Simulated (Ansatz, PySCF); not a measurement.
This Ansatz (a first-principles code) input computes a PBE0/def2-TZVPD energy:

Ansatz 0.2 input:
```yaml
crystal:
  periodic: [false, false, false]
  atoms:
    - {symbol: Ca, position_ang: [0.16818963, 0.03966886, 0.10784314]}
    - {symbol: F, position_ang: [0.89604762, 0.79497334, -1.62098023]}
    - {symbol: O, position_ang: [-1.19157903, -0.83678527, 1.32656272]}
    - {symbol: H, position_ang: [-1.89558885, -1.25385498, 1.81945753]}
basis:
  gaussian:
    orbitals: def2-TZVPD
hamiltonian:
  xc: {name: PBE0}
output: {forces: true}
```

Q: Write an input for the same energy in PySCF and say what it gives.

A: 
```python
from pyscf import gto, scf, dft

mol = gto.M(
    atom='''
    Ca    0.16818963    0.03966886    0.10784314
    F     0.89604762    0.79497334   -1.62098023
    O    -1.19157903   -0.83678527    1.32656272
    H    -1.89558885   -1.25385498    1.81945753
    ''',
    basis='def2-tzvpd',
    charge=0,
    spin=0,
    verbose=4,
)

mf = dft.RKS(mol, xc='pbe0').density_fit(auxbasis='def2-universal-jkfit')
mf.grids.level = 3
mf.conv_tol = 1e-9
mf.max_cycle = 100
mf.max_memory = 1500
mf.kernel()
if not mf.converged:
    mf = mf.newton()
    mf.kernel(mf.make_rdm1())
mf.analyze()
```
It gives -853.11211 Eh, and Ansatz -853.11207 Eh, a difference of 0.04 mEh, from the treatment of integrals and grids.
